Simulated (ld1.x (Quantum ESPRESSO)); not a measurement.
## Before and after: RRKJ potential for B (Z = 5)

* Element: B
* Generator: ld1.x (Quantum ESPRESSO) 7.5
* Type: norm-conserving RRKJ (Kleinman–Bylander form)
* Functional: PBE
* Relativity: non-relativistic
* Frozen core: [He]
* Valence charge: 3
* Reference configuration: 2s2 2p0 (charge +1)
* Partial waves: 2p (bound, empty): rc 2.40 bohr; 2s (bound): rc 1.20 bohr
* Local potential: the s channel
* Core correction: a·sin(br)/r model core, default radius (core density twice the valence density)

Change: all radii but the core radius scaled by about 1.12 (s 1.34, p 2.68 bohr).

Cutoffs: the cutoffs (Ry, on a coarse ladder) from which the occupation-weighted sum of valence levels, in a spherical-Bessel basis at the reference potential, stays within 10 and 1 mRy of its value at 400 Ry; they do not see the model core or the augmentation charge, which bear on the density cutoff. Errors are all-electron minus pseudo energies relative to the spin-unpolarised reference configuration.

Task: What does the change do?

Result: The potential gets neither clearly harder nor softer (21 Ry and 60 Ry → 21 Ry and 55 Ry); of the 7 tests that both files solve, the error grows in 6 and shrinks in 0 by more than 15 % and 0.3 meV (median size 43.8 → 71.2 meV); neither file shows a bound ghost. More of the atom is replaced by a form fitted at one configuration, so other configurations suffer.

```tsv
quantity	base	changed
cutoff, loose	21 Ry	21 Ry
cutoff, tight	60 Ry	55 Ry
bound ghosts	none	none
error for 2s2 2p1, meV [ΔE -8.22 eV]	+44	+71
error for 2s1 2p0, meV [ΔE 25.42 eV]	+24	+23
error for 2s2 2p0.5, meV [ΔE -5.33 eV]	+18	+28
error for 2s2 2p1.3, meV [ΔE -8.96 eV]	+53	+87
error for 2s1 2p2, meV [ΔE -2.38 eV]	+72	+117
error for 2s0 2p3, meV [ΔE 3.49 eV]	+91	+142
error for 2s1 2p1, meV [ΔE 6.13 eV]	-1.7	-7.9
```
